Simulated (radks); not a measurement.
Spherical quantum dot in the effective-mass picture: electrons in a well V = -V0 / (1 + exp((r - R)/a)) with V0 = 12.3, R = 3.18, a = 0.36, all in effective atomic units (hartree* = m*/eps^2 hartree, bohr* = eps/m* bohr), one dielectric constant everywhere. Method: non-relativistic Kohn-Sham, PBE, spin-polarised, spherical densities; computed with a radial shooting solver with Libxc functionals. Levels are named by radial order and angular momentum (1s, 1p, 1d, 2s, ...), and open shells are averaged over m. Results are scaled to m* = 0.187 and eps = 17.9, for which hartree* = 15.88 meV and bohr* = 5.065 nm. Each electron was tried in the lowest free levels, single moves between levels near the top were tried too, and the lowest total energy was kept; such a search can miss a lower state. The series stops at N = 21: beyond it a trial failed or the search could not be trusted, so later rows were left out. At N = 1 the Hartree and exchange-correlation terms need not cancel, so that row can carry a self-interaction error.

N                         open shells  2S   E (meV)  mu = E(N) - E(N-1) (meV)  addition energy mu(N+1) - mu(N) (meV)  e(HOMO) (meV)
1                    1s(up 1, down 0)   1  -183.210                   -183.21                                  9.568        -179.51
2                                none   0  -356.851                   -173.64                                  16.86        -170.05
3                    1p(up 1, down 0)   1  -513.631                   -156.78                                  6.929        -153.37
4                    1p(up 2, down 0)   2  -663.482                   -149.85                                  7.093        -146.31
5                    1p(up 3, down 0)   3  -806.240                   -142.76                                  9.119        -139.20
6                    1p(up 3, down 1)   2  -939.880                   -133.64                                  6.579        -130.40
7                    1p(up 3, down 2)   1  -1066.94                   -127.06                                  6.741        -123.70
8                                none   0  -1187.26                   -120.32                                  16.95        -116.93
9                    1d(up 1, down 0)   1  -1290.63                   -103.37                                  6.338        -100.21
10                   1d(up 2, down 0)   2  -1387.67                   -97.036                                  6.357        -93.858
11                   1d(up 3, down 0)   3  -1478.35                   -90.679                                  6.354        -87.500
12                   1d(up 4, down 0)   4  -1562.67                   -84.325                                  6.340        -81.152
13                   1d(up 5, down 0)   5  -1640.66                   -77.985                                  8.075        -74.821
14                   1d(up 5, down 1)   4  -1710.57                   -69.909                                  6.090        -66.871
15                   1d(up 5, down 2)   3  -1774.39                   -63.820                                  6.113        -60.765
16                   1d(up 5, down 3)   2  -1832.09                   -57.706                                  6.118        -54.647
17                   1d(up 5, down 4)   1  -1883.68                   -51.589                                  6.111        -48.531
18                               none   0  -1929.16                   -45.478                                  16.33        -42.426
19                   2s(up 1, down 0)   1  -1958.31                   -29.148                                  6.885        -25.748
20  2s(up 1, down 0) 1f(up 1, down 0)   2  -1980.57                   -22.263                                  5.832        -19.346
21  2s(up 1, down 0) 1f(up 2, down 0)   3  -1997.00                   -16.430                                      -        -13.517

All shells are closed at N = 2, 8, 18 (there: 1s2 1p6 1d10); the second difference of the energy has clear peaks (12 % above both neighbours; the first and last values, which can be the largest, are not judged, and half-filled shells can peak too) at N = 2, 5, 8, 13, 18.
